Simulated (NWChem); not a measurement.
System: CH$_{4}$SSe; SMILES C[Se]S

```xyz
7

Se    -0.4620    -0.4571     0.0083
C      1.2702    -1.3451     0.0117
H      1.0614    -2.4238     0.0756
H      1.8544    -1.0323     0.8862
H      1.8181    -1.1326    -0.9153
S      0.1913     1.6473     0.0552
H      0.2926     1.8454    -1.2815
```
Atoms are numbered in this order, from 1.

Results from NWChem. Medium grid unless said otherwise, to which SCAN and Minnesota functionals are sensitive. Structure relaxed at the PBE0/def2-SVP level. Total energies of different functionals are on different scales.

| level | energy (Ha) | highest occupied level (eV) | orbital gap (eV) | dipole (D) |
|---|---|---|---|---|
| B3LYP/def2-SVP | -2839.8650 | -6.26 | 5.27 | 1.65 |
| PBE/def2-SVP | -2839.2215 | -5.32 | 3.57 | 1.67 |
| BP86/def2-SVP | -2840.1296 | -5.43 | 3.56 | 1.69 |
| SCAN/def2-SVP | -2840.0220 | -5.68 | 4.03 | 1.82 |
| TPSSh/def2-SVP | -2839.7751 | -5.97 | 4.64 | 1.78 |
| Hartree-Fock/def2-SVP | -2837.1184 | -9.25 | 12.25 | 1.91 |
| HCTH/407/def2-SVP | -2841.1833 | -5.46 | 3.61 | 1.65 |
| BLYP/def2-SVP | -2839.8132 | -5.10 | 3.55 | 1.55 |
